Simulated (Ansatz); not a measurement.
**Worked example: BH(CH3)F + SiH3(CF3) → BH(CH3)(SiH3) + CF4**

Species: BH(CH3)F, singlet; SiH3(CF3), singlet; BH(CH3)(SiH3), singlet; CF4 (tetrafluoromethane) `FC(F)(F)F`, singlet. The partners trade F for SiH3: B–F and C–SiH3 bonds give way to B–SiH3 and C–F.

Shapes, held fixed at every level: PBE0-D4/def2-TZVP. Programs: Ansatz 0.2.0. The zero-point and thermal change to 298 K, harmonic and unscaled (PBE0-D4/def2-TZVP), is -2.1 kJ/mol.

At CCSD(T)/CBS estimate; 1 Eh = 2625.50 kJ/mol:

```
      species  energy (Eh)
     BH(CH3)F  -165.102975
    SiH3(CF3)  -628.296088
BH(CH3)(SiH3)  -356.105701
          CF4  -437.227218
```

Question: Work out ΔH(298 K) of the reaction at this level.

Answer: 
1. Products less reactants: (-356.105701) + (-437.227218) − [(-165.102975) + (-628.296088)] = 0.066144 Eh = +173.7 kJ/mol.
2. With the thermal change: +173.7 + (-2.1) = +171.6 kJ/mol.

Other levels give +149.1 (CCSD(T)/def2-SVP) to +172.3 kJ/mol (MP2/def2-TZVPP). No measured value is set beside it here. The CBS estimate extrapolates MP2 from def2-TZVPP and def2-QZVPP and adds CCSD(T) − MP2 in the triple-zeta set, cores frozen. The median of the other levels is +163.1 kJ/mol.
